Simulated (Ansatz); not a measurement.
Cost and result for the atomization energy of `CN([SiH3])[SiH2]Cl` (13 atoms, 12 bonds).

Z-matrix (Å, degrees):
```
C
N 1 1.464
H 1 1.095 2 112.1
H 1 1.094 2 110.6 3 -120.8
H 1 1.093 2 110.7 3 120.4
Si 2 1.734 1 116.3 3 75.9
Si 2 1.707 1 118.2 3 -93.4
H 6 1.483 2 108.2 1 179.5
H 6 1.488 2 109.2 1 59.1
H 6 1.489 2 111.6 1 -59.7
Cl 7 2.067 2 112.7 1 72.3
H 7 1.477 2 109.2 1 -168.7
H 7 1.481 2 109.3 1 -44.4
```

Total charge 0; spin multiplicity 1. The structure was optimised at the PBE0-D4/def2-TZVP level. It is one conformer, not always the lowest. Program: Ansatz. All runs use 4 threads of a server CPU on a shared host. Times are those of one run each, without the atoms' runs, and a repeat can differ threefold. Electronic energies, without spin–orbit coupling; frozen cores. CCSD(T)/CBS adds CCSD(T) − MP2 in def2-TZVPP to the MP2 limit, and its time is that of the two runs behind it. T1 = 0.010. B3LYP takes the VWN-RPA correlation (the form of Gaussian; ORCA's B3LYP/G). HSE06 is the plane-wave form, built on full-range PBE exchange.

CCSD(T)/CBS is a level of theory with its own doubt, some kJ/mol a heavy atom from the limit and from the frozen cores, so smaller differences don't rank the functionals.

| level | functions | wall time |
| --- | --- | --- |
| PBE0-D4/def2-TZVPP | 300 | 2.7 s |
| HSE06-D4/def2-TZVPP | 300 | 3 s |
| r2SCAN-D4/def2-TZVPP (with forces) | 300 | 3.2 s |
| CCSD(T)/def2-SVP | 122 | 3.6 s |
| B3LYP-D4/def2-TZVPP (with forces) | 300 | 4.4 s |
| B2PLYP/def2-TZVPP | 300 | 4.6 s |
| PBE-QIDH/def2-TZVPP | 300 | 4.8 s |
| ωB97X-V/def2-TZVPP | 300 | 6 s |
| B97M-V/def2-TZVPP | 300 | 6.5 s |
| ωB97M-V/def2-TZVPP (with forces) | 300 | 9 s |
| MP2/def2-QZVPP | 564 | 21 s |
| CCSD(T)/def2-TZVPP | 300 | 2.2 min |
| CCSD(T)/CBS(def2) | – | 2.5 min |

**Question.** What atomization energy does each give, and how far from CCSD(T)/CBS? (An estimate is asked.)

**Answer.** Ansatz gave: 
| level | atomization (kcal/mol) | difference from CCSD(T)/CBS | per bond |
| --- | --- | --- | --- |
| PBE0-D4/def2-TZVPP | 1039.8 | -8.3 | -0.7 |
| HSE06-D4/def2-TZVPP | 1040.3 | -7.8 | -0.6 |
| r2SCAN-D4/def2-TZVPP (with forces) | 1044.0 | -4.1 | -0.3 |
| CCSD(T)/def2-SVP | 976.1 | -72.0 | -6.0 |
| B3LYP-D4/def2-TZVPP (with forces) | 1046.5 | -1.6 | -0.1 |
| B2PLYP/def2-TZVPP | 1032.6 | -15.5 | -1.3 |
| PBE-QIDH/def2-TZVPP | 1036.1 | -12.0 | -1.0 |
| ωB97X-V/def2-TZVPP | 1054.0 | 5.9 | 0.5 |
| B97M-V/def2-TZVPP | 1049.4 | 1.3 | 0.1 |
| ωB97M-V/def2-TZVPP (with forces) | 1050.8 | 2.7 | 0.2 |
| MP2/def2-QZVPP | 1043.0 | -5.1 | -0.4 |
| CCSD(T)/def2-TZVPP | 1018.8 | -29.3 | -2.4 |
| CCSD(T)/CBS(def2) | 1048.1 | 0.0 | 0.0 |

From PBE to PBE0 (25 % exact exchange), in def2-TZVPP and without D4, the atomization energy moves by −7.0 kcal/mol: exact exchange takes away binding that semilocal exchange gives to molecules. At CCSD(T), def2-SVP lies −72.0 kcal/mol from the extrapolated value and def2-TZVPP −29.3 kcal/mol: correlation converges slowly with the basis, and small sets miss more of it in the bonded molecule than in its fragments. In def2-TZVPP, CCSD(T) changes the Hartree–Fock value by +241.4 kcal/mol (the triples alone add +12.3 kcal/mol) and MP2 by +247.9 kcal/mol; breaking electron pairs costs correlation energy, which Hartree–Fock lacks.
